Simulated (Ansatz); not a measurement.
`[F][Sn]([F])([F])[O][SiH3]` + H₂ → `[F][SnH]([F])[O][SiH3]` + H–F  (hydrogenolysis of the Sn–F bond)

Gas-phase electronic energies from Ansatz, PBE0-D4/def2-TZVP geometries. CCSD(T)/CBS is the MP2 limit (def2-TZVPP, def2-QZVPP) plus CCSD(T) − MP2 in def2-TZVPP, frozen cores. This one scheme is used for every species. DFT in def2-TZVPP. def2 core potentials past Kr. For Sn outer-core shells are correlated without core-valence functions, which leaves a few kJ/mol of doubt a bond. Each species was taken in one conformer, which may not be the lowest.

| species | LC-ωPBE energy (Eh) |
| --- | --- |
| `[F][Sn]([F])([F])[O][SiH3]` | -880.41934 |
| H₂ | -1.17817 |
| `[F][SnH]([F])[O][SiH3]` | -781.15507 |
| H–F | -100.44042 |

(1) Work out ΔE.

Largest T1 diagnostic among the species: 0.015.

Results:

(1) ΔE = (-781.15507) + (-100.44042) − (-880.41934) − (-1.17817) = 0.00202 Eh = +0.05 eV. CCSD(T)/CBS gives +0.08 eV.

From BLYP to BHLYP (50 % exact exchange), in def2-TZVPP and without D4, ΔE moves by −0.13 eV. Leaving LDA and LC-ωPBE aside and taking each functional with its dispersion term where it has one, the values, not all of them listed here, spread over 0.17 eV, from HSE06-D4 to BLYP-D4. LDA lies −0.16 eV from PBE without D4.
